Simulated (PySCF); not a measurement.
Species: C3HF6P.
SMILES: `FC(F)(F)C(=P)C(F)(F)F`

Level of theory: TDDFT wB97X-D/def2-SVPD, vertical, gas phase, core orbitals frozen in the response (PySCF). Isolated species at its PBE0-D3(BJ)/def2-SVP geometry, gas phase. Torsions of this conformer, `[F:1][C:2]([F:3])([F:4])[C:5](=[PH:6])[C:7]([F:8])([F:9])[F:10]`: F1–C2–C5–P6 107°, C2–C5–C7–F8 -78°.

Computed states:

```tsv
state	E (eV)	f
S1	4.56	0.0096
S2	5.62	0.242
S3	6.60	0.0010
S4	7.38	0.0008
S5	7.89	0.0046
S6	8.47	0.0027
S7	8.56	0.0007
S8	8.79	0.171
S9	8.95	0.0026
S10	8.97	0.011
```

Each state is given a Gaussian of 0.5 eV full width at half maximum, with ε(max) = 2.175×10⁸ f / Δν̃ (Δν̃ the width in cm⁻¹). The width is an assumption, not a result. The curve ends short of the highest state used, and states not computed would add to its high-energy end.

**Question.** What does the envelope look like, and where are its maxima?

**Answer.** 
E (eV), ε (L mol⁻¹ cm⁻¹) and a bar:
```
     3.81          1 
     3.97         11 
     4.12         61 
     4.28        218 #
     4.44        441 #
     4.60        506 #
     4.75        347 #
     4.91        181 
     5.07        490 #
     5.23       2441 ######
     5.38       6930 #################
     5.54      12183 ##############################
     5.70      12140 ##############################
     5.86       6856 #################
     6.01       2397 ######
     6.17        457 #
     6.33         72 
     6.48         50 
     6.64         54 
     6.80         36 
     6.96         20 
     7.11         24 
     7.27         44 
     7.43         67 
     7.59        117 
     7.74        202 
     7.90        256 #
     8.06        234 #
     8.22        424 #
     8.37       1542 ####
```

Maxima: 272 nm (4.56 eV), ε about 520, made up of S1 (100%); 221 nm (5.62 eV), ε about 13000, made up of S2 (100%); 188 nm (6.60 eV), ε about 55, made up of S3 (99%); 157 nm (7.90 eV), ε about 260, made up of S5 (97%) (ε in L mol⁻¹ cm⁻¹; maxima over ε = 5, shares over 10%). At its high-energy end, 8.37 eV, the curve is still rising (ε about 1500, from S8).

**Question.** On this curve, what absorbance would a 10⁻⁵ mol/L sample give at 308 nm over a 1 cm path?

**Answer.** 308 nm is 4.025 eV, where ε is about 22 L mol⁻¹ cm⁻¹, so A = ε c l ≈ 0.00022 (Beer–Lambert, with the gas-phase spectrum and the assumed width).

**Question.** Does any computed singlet lie in the visible range?

**Answer.** No computed singlet lies in the visible range (380 to 750 nm); the lowest, at 272 nm, stands 1.30 eV above its violet end (3.26 eV); a Tamm–Dancoff triplet lies at 429 nm, without intensity as long as spin–orbit coupling is left out.

**Question.** What would ε be at 5.62 eV, the highest of these maxima, with half the width (0.25 eV)?

**Answer.** About 26100 L mol⁻¹ cm⁻¹ against 13100, a factor of about 2.00; a lone state at its own centre would give exactly 2.

All these states lie below the vertical ionisation energy of 11.25 eV (ΔSCF).
